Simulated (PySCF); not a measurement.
# One molecule, several mistakes: B2H2NO cation

All numbers below are calculated, not measured. They come from PySCF 2.14.0, an open-source quantum chemistry program, on an isolated molecule that a program drew, which may never have been made. The molecule is B2H2NO cation (charge +1, singlet), drawn as the SMILES string `[BH+]N=BO`.

Each row is a Hartree-Fock (HF) and frozen-core CCSD(T) single point in the cc-pVDZ basis, meant for a local HF minimum. Run 1 is clean. Each other run has one planted mistake out of seven kinds, and not every kind appears here: one electron removed, one electron added, multiplicity raised by two, geometry at a saddle point, minimal basis STO-3G, one bond length entered in bohr, all coordinates scaled. The reference is restricted for singlets and unrestricted otherwise, and also for a bond in bohr. Adding or removing an electron swaps singlet and doublet. Electrons count all cores. HOMO and LUMO are orbital energies over both spins, the gradient is its largest component, and the lowest frequency (negative if imaginary) is given only where the gradient is small. Bond lengths are over the 5 bonds as drawn. T1 is the CCSD diagnostic: over 0.02 (restricted) or 0.045 (unrestricted) a single reference is doubtful.

Geometry of the clean run:
```xyz
6
B2H2NO cation, angstrom
B     0.3504   -1.5100    0.4636
N     0.0415   -1.3651   -0.7630
B    -0.2540   -1.2388   -2.0240
O    -0.4928   -1.1670   -3.2615
H     0.6337   -1.6426    1.5892
H    -1.1155   -0.5961   -3.7038
```

| run | electrons | basis functions | <S^2> | HOMO (eV) | LUMO (eV) | gradient (hartree/bohr) | lowest frequency (cm^-1) | mean bond (Å) | longest bond (Å) | T1 | HF (hartree) | CCSD(T) (hartree) | mistake |
|---|---|---|---|---|---|---|---|---|---|---|---|---|---|
| 1 | 26 | 66 | 0.000 | -19.08 | -3.32 | 4.4e-05 | 126 | 1.1917 | 1.301 | 0.0168 | -179.70015 | -180.19847 | no fault |
| 2 | 26 | 66 | 2.014 | -12.21 | -7.87 | 1.6e-01 | - | 1.1917 | 1.301 | 0.0234 | -179.48714 | -179.95614 | multiplicity raised by two |
| 3 | 25 | 66 | 0.762 | -27.92 | -15.56 | 1.5e-01 | - | 1.1917 | 1.301 | 0.0337 | -179.07179 | -179.52644 | one electron removed |
| 4 | 27 | 66 | 0.816 | -4.85 | 3.32 | 8.2e-02 | - | 1.1917 | 1.301 | 0.0210 | -179.84894 | -180.36727 | ? |
| 5 | 26 | 66 | 0.000 | -19.32 | -3.21 | 2.8e-02 | - | 1.1667 | 1.274 | 0.0159 | -179.69621 | -180.18969 | ? |

**Which mistake was planted in run 4, and what did it cost?**

It counts 27 electrons, one more than the clean run, at the same geometry and basis. So the mistake is: one electron added. Subtracting run 1 and multiplying by 627.51 kcal/mol a hartree, the energy moved by -93.4 kcal/mol in HF and -105.9 kcal/mol in CCSD(T).

**Which mistake was planted in run 5, and what did it cost?**

The mean and the longest bond both change by the same factor, 0.979, and the gradient is no longer small. So the mistake is: all coordinates scaled. Subtracting run 1 and multiplying by 627.51 kcal/mol a hartree, the energy moved by 2.5 kcal/mol in HF and 5.5 kcal/mol in CCSD(T).

